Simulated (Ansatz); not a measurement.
Two isomers of C2H7BFNSi: A = `B/C=C\[SiH](N)F`, B = `NB(F)/C=C/[SiH3]`.

Gas-phase electronic energies from Ansatz, PBE0-D4/def2-TZVP geometries. CCSD(T)/CBS adds triple-zeta CCSD(T) − MP2 to the extrapolated MP2 energy (def2 sets, frozen cores). Double bonds are as drawn, so ΔE can hold a change between cis and trans. DFT in def2-TZVPP. B3LYP here is the variant with VWN-RPA as its local correlation; programs differ in this. One conformer a species, not always the lowest.

Problem. Which isomer does CCSD(T)/CBS put lower? Give the gap. (Estimate.)

Solution. The calculation gave: B, by 16.7 kcal/mol.

Problem. Give E(B) − E(A) in kcal/mol with PBE0-D4, ωB97M-V, B3LYP, B2PLYP, r2SCAN-D4, CCSD(T)/def2-TZVPP, HF/def2-TZVPP. (Estimate.)

Solution. Ansatz gave: PBE0-D4 -20.3, ωB97M-V -18.0, B3LYP -19.7, B2PLYP -18.4, r2SCAN-D4 -19.6, CCSD(T)/def2-TZVPP -18.3, HF/def2-TZVPP -17.0. None reverses the order clearly.

Largest T1 diagnostic: 0.012.

From PBE to PBE0 (25 % exact exchange), in def2-TZVPP and without D4, E(B) − E(A) moves by +1.1 kcal/mol. The D4 term adds +1.1 kcal/mol with B3LYP and +0.6 kcal/mol with PBE0; it sums over pairs of atoms, weighted by their polarisabilities, and B3LYP, whose exchange is more repulsive, gets the larger term.
